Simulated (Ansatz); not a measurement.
Program: Ansatz. Geometries: PBE0-D4/def2-TZVP. ΔE: electronic, gas phase. CBS: MP2 limit from def2 TZ/QZ plus the TZ coupled-cluster correction, frozen cores. This one scheme is used for every species. Functionals use def2-TZVPP. def2 core potentials past Kr. For In outer-core shells are correlated without core-valence functions, which leaves a few kJ/mol of doubt a bond. One conformer a species, not always the lowest.

Reaction (ligand exchange at the In–N bond): `O=C=[N][In]([Cl])[Cl]` + H₂S → `[SH][In]([Cl])[Cl]` + `N=C=O`

| level | ΔE (kcal/mol) |
| --- | --- |
| revPBE-D4 | -11.2 |
| B2PLYP | -9.3 |

**Question.** What does CCSD(T)/CBS give? (Best estimate.)

**Answer.** Computed: -8.4 kcal/mol. The listed levels differ from it by -2.8, -0.9 kcal/mol.

Largest T1 diagnostic among the species: 0.018.

From PBE to PBE0 (25 % exact exchange), in def2-TZVPP and without D4, ΔE moves by +1.0 kcal/mol. In def2-TZVPP, CCSD(T) changes the Hartree–Fock value by −1.6 kcal/mol (the triples alone add −0.3 kcal/mol) and MP2 by −2.2 kcal/mol. At CCSD(T), def2-SVP lies +1.2 kcal/mol from the extrapolated value and def2-TZVPP +0.6 kcal/mol.
